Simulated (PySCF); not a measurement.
Cl₃OSi, SMILES [O][Si](Cl)(Cl)Cl, multiplicity 2.

The structure is a stationary point at ωB97X-D3(BJ)/def2-SVP. The isomer is the one that the SMILES or the coordinates give; other isomers of the formula were not compared.

All values below come from PySCF with TDA-CAM-B3LYP/def2-SVPD.

Vertical excitations. Gas-phase values at a fixed geometry.

Computed excitation energies, oscillator strengths and character:
| state | energy (eV) | λ (nm) | f | main pairs |
|---|---|---|---|---|
| root 1 | 0.33 | 3803 | 0.000 | β HOMO→LUMO 46 %, β HOMO−4→LUMO 24 %, β HOMO−6→LUMO 18 % |
| root 2 | 2.14 | 579 | 0.001 | β HOMO−3→LUMO 54 %, β HOMO−7→LUMO 41 % |
| root 3 | 3.34 | 371 | 0.001 | β HOMO−1→LUMO 89 % |
| root 4 | 3.78 | 328 | 0.019 | β HOMO−2→LUMO 98 % |
| root 5 | 3.80 | 327 | 0.001 | β HOMO−4→LUMO 49 %, β HOMO→LUMO 43 % |
| root 6 | 4.27 | 291 | 0.005 | β HOMO−6→LUMO 72 %, β HOMO−4→LUMO 22 % |
| root 7 | 4.38 | 283 | 0.013 | β HOMO−5→LUMO 97 % |
| root 8 | 4.84 | 256 | 0.007 | β HOMO−7→LUMO 52 %, β HOMO−3→LUMO 44 % |
| root 9 | 6.25 | 198 | 0.003 | β HOMO−9→LUMO 93 % |
| root 10 | 6.27 | 198 | 0.031 | β HOMO−8→LUMO 97 % |
Unrestricted roots are not spin-pure.
